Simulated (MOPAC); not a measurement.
MOPAC input (PM3):

```
PM3 1SCF UHF MS=0.5 GEO-OK AUX(PRECISION=9) THREADS=1
C5H11O

C    -2.69711375 1   -0.62612017 1   -0.37258293 1
C    -1.49180628 1    0.04625767 1    0.27804976 1
C    -0.20455478 1   -0.15681830 1   -0.51215750 1
C     1.04059849 1    0.43026325 1    0.17351789 1
C     2.29424883 1    0.41122585 1   -0.70711859 1
O     1.26304928 1   -0.09504818 1    1.41588317 1
H    -2.54706151 1   -1.70531446 1   -0.45393630 1
H    -3.60584372 1   -0.46025681 1    0.20855354 1
H    -2.87124053 1   -0.24043700 1   -1.38021641 1
H    -1.34903774 1   -0.34055152 1    1.28920875 1
H    -1.68329691 1    1.11969702 1    0.38282622 1
H    -0.29723841 1    0.29200769 1   -1.50588836 1
H    -0.02567887 1   -1.22578383 1   -0.66834118 1
H     0.81297637 1    1.49348935 1    0.41594086 1
H     3.13738382 1    0.84937537 1   -0.17419705 1
H     2.12911395 1    0.96734942 1   -1.63115173 1
H     2.54729416 1   -0.61803949 1   -0.96811555 1
```

Output:

```
 *******************************************************************************
 **                                                                           **
 **                              MOPAC v23.2.5                                **
 **                                                                           **
 *******************************************************************************
 ** MOPAC's Digital Object Identifier: https://doi.org/10.5281/zenodo.6511958 **
 **                                                                           **
 ** Please cite the open-source release paper for use of this MOPAC version:  **
 ** J. E. Moussa and J. J. P. Stewart (2026)                                  **
 ** MOPAC: An open-source semiempirical molecular orbital program             **
 ** J. Open Source Softw., 11(119), 8025, https://doi.org/10.21105/joss.08025 **
 *******************************************************************************

                              PM3 CALCULATION RESULTS

 *******************************************************************************
 *  PM3        - The PM3 Hamiltonian to be used
 *  GEO-OK     - OVERRIDE INTERATOMIC DISTANCE AND OTHER SAFETY CHECKS
 *  UHF        - UNRESTRICTED HARTREE-FOCK CALCULATION
 *  MS=        - IN MECI, MAGNETIC COMPONENT OF SPIN =  0.5
 *  1SCF       - DO 1 SCF AND THEN STOP
 *  AUX        - OUTPUT AUXILIARY INFORMATION
 *******************************************************************************
PM3 1SCF UHF MS=0.5 GEO-OK AUX(PRECISION=9) THREADS=1
 C5H11O

   ATOM   CHEMICAL          X               Y               Z
  NUMBER   SYMBOL      (ANGSTROMS)     (ANGSTROMS)     (ANGSTROMS)

     1       C         -2.69711375  *  -0.62612017  *  -0.37258293  *
     2       C         -1.49180628  *   0.04625767  *   0.27804976  *
     3       C         -0.20455478  *  -0.15681830  *  -0.51215750  *
     4       C          1.04059849  *   0.43026325  *   0.17351789  *
     5       C          2.29424883  *   0.41122585  *  -0.70711859  *
     6       O          1.26304928  *  -0.09504818  *   1.41588317  *
     7       H         -2.54706151  *  -1.70531446  *  -0.45393630  *
     8       H         -3.60584372  *  -0.46025681  *   0.20855354  *
     9       H         -2.87124053  *  -0.24043700  *  -1.38021641  *
    10       H         -1.34903774  *  -0.34055152  *   1.28920875  *
    11       H         -1.68329691  *   1.11969702  *   0.38282622  *
    12       H         -0.29723841  *   0.29200769  *  -1.50588836  *
    13       H         -0.02567887  *  -1.22578383  *  -0.66834118  *
    14       H          0.81297637  *   1.49348935  *   0.41594086  *
    15       H          3.13738382  *   0.84937537  *  -0.17419705  *
    16       H          2.12911395  *   0.96734942  *  -1.63115173  *
    17       H          2.54729416  *  -0.61803949  *  -0.96811555  *

          CARTESIAN COORDINATES

    NO.       ATOM           X           Y           Z

     1         C         -2.6971     -0.6261     -0.3726
     2         C         -1.4918      0.0463      0.2780
     3         C         -0.2046     -0.1568     -0.5122
     4         C          1.0406      0.4303      0.1735
     5         C          2.2942      0.4112     -0.7071
     6         O          1.2630     -0.0950      1.4159
     7         H         -2.5471     -1.7053     -0.4539
     8         H         -3.6058     -0.4603      0.2086
     9         H         -2.8712     -0.2404     -1.3802
    10         H         -1.3490     -0.3406      1.2892
    11         H         -1.6833      1.1197      0.3828
    12         H         -0.2972      0.2920     -1.5059
    13         H         -0.0257     -1.2258     -0.6683
    14         H          0.8130      1.4935      0.4159
    15         H          3.1374      0.8494     -0.1742
    16         H          2.1291      0.9673     -1.6312
    17         H          2.5473     -0.6180     -0.9681

  H: (PM3): J. J. P. STEWART, J. COMP. CHEM. 10, 209 (1989).
  C: (PM3): J. J. P. STEWART, J. COMP. CHEM. 10, 209 (1989).
  O: (PM3): J. J. P. STEWART, J. COMP. CHEM. 10, 209 (1989).

           Empirical Formula: C5 H11 O  =    17 atoms

      MOLECULAR POINT GROUP   :   C1

          UHF CALCULATION, NO. OF ALPHA ELECTRONS =   19
                           NO. OF BETA  ELECTRONS =   18

 -------------------------------------------------------------------------------
 PM3 1SCF UHF MS=0.5 GEO-OK AUX(PRECISION=9) THREADS=1
 C5H11O

     1SCF WAS SPECIFIED, SO BFGS WAS NOT USED
     SCF FIELD WAS ACHIEVED

                              PM3 CALCULATION
                                                       MOPAC v23.2.5 Linux

          FINAL HEAT OF FORMATION =        -29.46203 KCAL/MOL =    -123.26913 KJ/MOL

          COSMO AREA              =        142.75 SQUARE ANGSTROMS
          COSMO VOLUME            =        131.88 CUBIC ANGSTROMS

          IONIZATION POTENTIAL    =         11.119944 EV
          ALPHA SOMO LUMO (EV)    =        -11.437  2.846
          BETA  SOMO LUMO (EV)    =        -11.120 -0.589
          NO. OF ALPHA ELECTRONS  =         19
          NO. OF BETA  ELECTRONS  =         18
          MOLECULAR WEIGHT        =         87.1413         POINT GROUP:  C1

          MOLECULAR DIMENSIONS (Angstroms)

            Atom       Atom       Distance
            H    15    H     8     6.87988
            H    16    O     6     3.11019
            H    13    H    11     2.78972

          SCF CALCULATIONS        =          1

   ATOM   CHEMICAL          X               Y               Z
  NUMBER   SYMBOL      (ANGSTROMS)     (ANGSTROMS)     (ANGSTROMS)

     1       C         -2.69711375  *  -0.62612017  *  -0.37258293  *
     2       C         -1.49180628  *   0.04625767  *   0.27804976  *
     3       C         -0.20455478  *  -0.15681830  *  -0.51215750  *
     4       C          1.04059849  *   0.43026325  *   0.17351789  *
     5       C          2.29424883  *   0.41122585  *  -0.70711859  *
     6       O          1.26304928  *  -0.09504818  *   1.41588317  *
     7       H         -2.54706151  *  -1.70531446  *  -0.45393630  *
     8       H         -3.60584372  *  -0.46025681  *   0.20855354  *
     9       H         -2.87124053  *  -0.24043700  *  -1.38021641  *
    10       H         -1.34903774  *  -0.34055152  *   1.28920875  *
    11       H         -1.68329691  *   1.11969702  *   0.38282622  *
    12       H         -0.29723841  *   0.29200769  *  -1.50588836  *
    13       H         -0.02567887  *  -1.22578383  *  -0.66834118  *
    14       H          0.81297637  *   1.49348935  *   0.41594086  *
    15       H          3.13738382  *   0.84937537  *  -0.17419705  *
    16       H          2.12911395  *   0.96734942  *  -1.63115173  *
    17       H          2.54729416  *  -0.61803949  *  -0.96811555  *

                             CARTESIAN COORDINATES

   1    C       -2.697113750    -0.626120170    -0.372582930
   2    C       -1.491806280     0.046257670     0.278049760
   3    C       -0.204554780    -0.156818300    -0.512157500
   4    C        1.040598490     0.430263250     0.173517890
   5    C        2.294248830     0.411225850    -0.707118590
   6    O        1.263049280    -0.095048180     1.415883170
   7    H       -2.547061510    -1.705314460    -0.453936300
   8    H       -3.605843720    -0.460256810     0.208553540
   9    H       -2.871240530    -0.240437000    -1.380216410
  10    H       -1.349037740    -0.340551520     1.289208750
  11    H       -1.683296910     1.119697020     0.382826220
  12    H       -0.297238410     0.292007690    -1.505888360
  13    H       -0.025678870    -1.225783830    -0.668341180
  14    H        0.812976370     1.493489350     0.415940860
  15    H        3.137383820     0.849375370    -0.174197050
  16    H        2.129113950     0.967349420    -1.631151730
  17    H        2.547294160    -0.618039490    -0.968115550

           Empirical Formula: C5 H11 O  =    17 atoms

      MOLECULAR POINT GROUP   :   C1

          ALPHA EIGENVALUES
 -39.55029 -34.48506 -30.61026 -26.69697 -21.56951 -20.84202 -17.51138 -16.39405
 -15.95026 -15.46141 -14.26823 -13.90423 -13.61383 -13.20147 -13.11721 -12.43098
 -11.68332 -11.54450 -11.43720   2.84597   3.15867   3.60827   3.72424   3.87480
   3.90870   3.97494   4.12101   4.22117   4.31131   4.43207   4.51878   4.81791
   4.89689   4.97827   5.25910

           BETA EIGENVALUES
 -39.46172 -34.36894 -30.35442 -26.66575 -21.54347 -20.53550 -17.14165 -16.17066
 -15.58949 -15.35922 -13.98611 -13.84023 -13.26900 -13.06039 -12.54969 -12.33151
 -11.64721 -11.11994  -0.58879   2.90007   3.40015   3.65413   3.75480   3.88965
   3.91496   4.01157   4.14478   4.22304   4.32478   4.44407   4.56723   4.84400
   4.90889   4.98847   5.41965

              NET ATOMIC CHARGES AND DIPOLE CONTRIBUTIONS

  ATOM NO.   TYPE          CHARGE      No. of ELECS.   s-Pop       p-Pop
    1          C          -0.104644        4.1046     1.13729     2.96735
    2          C          -0.096736        4.0967     1.15596     2.94077
    3          C          -0.119320        4.1193     1.16570     2.95362
    4          C           0.058956        3.9410     1.17153     2.76951
    5          C          -0.128211        4.1282     1.14306     2.98515
    6          O          -0.185648        6.1856     1.91678     4.26887
    7          H           0.038701        0.9613     0.96130
    8          H           0.040226        0.9598     0.95977
    9          H           0.035664        0.9643     0.96434
   10          H           0.062837        0.9372     0.93716
   11          H           0.044346        0.9557     0.95565
   12          H           0.055373        0.9446     0.94463
   13          H           0.060098        0.9399     0.93990
   14          H           0.088084        0.9119     0.91192
   15          H           0.054042        0.9460     0.94596
   16          H           0.046706        0.9533     0.95329
   17          H           0.049526        0.9505     0.95047
 DIPOLE           X         Y         Z       TOTAL
 POINT-CHG.    -0.351     0.671    -1.295     1.500
 HYBRID        -0.017     0.140    -0.266     0.301
 SUM           -0.367     0.811    -1.561     1.797

          ATOMIC ORBITAL ELECTRON POPULATIONS

     Atom    s        px        py        pz
    1  C   1.13729   0.96990   0.99939   0.99806
    2  C   1.15596   0.93850   1.00342   0.99885
    3  C   1.16570   0.94392   1.02072   0.98898
    4  C   1.17153   0.93818   0.95058   0.88075
    5  C   1.14306   0.97071   1.02306   0.99138
    6  O   1.91678   1.92177   1.13981   1.20730
    7  H   0.96130
    8  H   0.95977
    9  H   0.96434
   10  H   0.93716
   11  H   0.95565
   12  H   0.94463
   13  H   0.93990
   14  H   0.91192
   15  H   0.94596
   16  H   0.95329
   17  H   0.95047

                    (SZ)    =    0.500000
                    (S**2)  =    0.754845

          ATOMIC ORBITAL SPIN POPULATIONS

    Atom   Total    s     px     py     pz
         Atomic
    1  C  0.0007  0.000  0.000  0.000  0.000
    2  C -0.0032 -0.000 -0.002 -0.000 -0.001
    3  C  0.0345  0.006  0.014  0.006  0.008
    4  C -0.0785 -0.013 -0.012 -0.029 -0.024
    5  C  0.0316  0.006  0.014  0.003  0.009
    6  O  0.9105 -0.000  0.027  0.746  0.138
    7  H -0.0001 -0.000
    8  H -0.0001 -0.000
    9  H -0.0001 -0.000
   10  H  0.0004  0.000
   11  H  0.0002  0.000
   12  H -0.0029 -0.003
   13  H -0.0017 -0.002
   14  H  0.1157  0.116
   15  H -0.0026 -0.003
   16  H -0.0032 -0.003
   17  H -0.0012 -0.001

 **********************
 *                    *
 * JOB ENDED NORMALLY *
 *                    *
 **********************

 == MOPAC DONE ==
```

The geometry given is a B3LYP-D3(BJ)/def2-TZVP minimum.
